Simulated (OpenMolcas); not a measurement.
Multiplet structure of Al-

```json
{
  "Program": "OpenMolcas 26.06",
  "Method": "SS-CASPT2, IPEA 0.25 Eh, imaginary shift 0.1 Eh (closed shells correlated: 2s 2p)",
  "Basis": "ANO-RCC-VTZP [5s4p2d1f]",
  "Scalar Hamiltonian": "DKH2, point nucleus",
  "Active space": "4 electrons in 4 orbitals (3s 3p)",
  "State averaging": "2S+1 = 3 even, 6 roots (3 in the spin-orbit step); 2S+1 = 1 even, 6 roots kept (CI in the orbitals of an earlier block); 2S+1 = 5 odd, 1 root; 2S+1 = 3 odd, 5 roots kept (CI in the orbitals of an earlier block)",
  "Spin-orbit coupling": "RASSI with atomic mean-field integrals over the reference wave functions, term energies averaged over their components"
}
```

Spin-free terms above the lowest, with the occupations of the reference:

```tsv
Configuration	Term	E (cm-1)	Occupations
3s2 3p2	3P	0.0	3s 1.96 3p 2.04
```

With spin-orbit coupling, above the lowest level:

```json
{"Configuration": "3s2 3p2", "Term": "3P", "J": "0", "E (cm-1)": "0.0", "Term weight %": "100"}
{"Configuration": "3s2 3p2", "Term": "3P", "J": "1", "E (cm-1)": "25.1", "Term weight %": "100"}
{"Configuration": "3s2 3p2", "Term": "3P", "J": "2", "E (cm-1)": "74.0", "Term weight %": "100"}
```

Spin-orbit coupling puts the lowest level 49.7 cm-1 below the lowest spin-free term.

For 3P the intervals divided by the larger J are 25.1, 24.5 cm-1. Landé's interval rule makes them equal in pure LS coupling; they differ by 2 % of their mean. The multiplet is regular.

Over all roots computed the reference weight is 0.90 to 0.97; the roots of lowest weight are the least certain, and an intruder state may touch them. No diffuse functions were added, so excited terms of the anion can stand markedly too high. Levels of configurations outside the active space are missing. The first state left out of the spin-orbit step lies near 43000 cm-1 above the lowest spin-free state of the reference (among the parities and spins computed), and the list stops at four fifths of that energy or lower. Levels above the detachment limit are left out.

The term weight is that of the spin-free term in the level, not the purity of its configuration.
